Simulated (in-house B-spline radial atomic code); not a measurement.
The numbers below are computed, except where a source is named.
**Softness against transferability: the 3p channel of Ga**

Ga, [Ar] 3d10 4s2 4p1, non-relativistic LDA (VWN5), spherical and spin-unpolarised, from an all-electron radial atomic-structure program (B-spline basis) (atomic units). The all-electron 3p level is ε = -3.584666 hartree, its outermost node lies just inside 0.25 bohr and its outer maximum at 0.57 bohr.

Troullier-Martins pseudo-orbitals are made for several radii. The cutoffs (hartree) are the plane-wave energies beyond which the orbital holds less than the named kinetic energy per electron. The phase error is the difference, pseudo minus all-electron, of arctan(R P'/P) at R = 1.1 bohr for all radii, half a hartree below and above the level.

| r_c (bohr) | V_l(0) (hartree) | cutoff for 10 mEh | for 1 mEh | for 0.1 mEh | phase error at ε − 0.5 (mrad) | at ε + 0.5 (mrad) |
| --- | --- | --- | --- | --- | --- | --- |
| 0.43 | -138.39 | 324 | > 450 | > 450 | -1.3 | -0.3 |
| 0.49 | -50.50 | 205 | 386 | > 450 | -0.9 | -0.2 |
| 0.57 | -16.22 | 62.3 | 113 | 224 | -0.6 | -0.1 |
| 0.64 | -12.92 | 74.4 | 110 | 202 | -0.5 | -0.1 |
| 0.72 | -14.83 | 46.9 | 99.7 | 176 | -0.7 | -0.1 |
| 0.8 | -16.82 | 40.9 | 84.5 | 108 | -1.0 | -0.2 |

Which radius needs the lowest cutoff for 1 mEh while both phase errors stay within 1.1 mrad?

The radii within that limit are 0.49, 0.57, 0.64, 0.72, 0.8 bohr; of these r_c = 0.8 needs the least, 84.5 hartree, that is 169 Ry or 2299 eV.
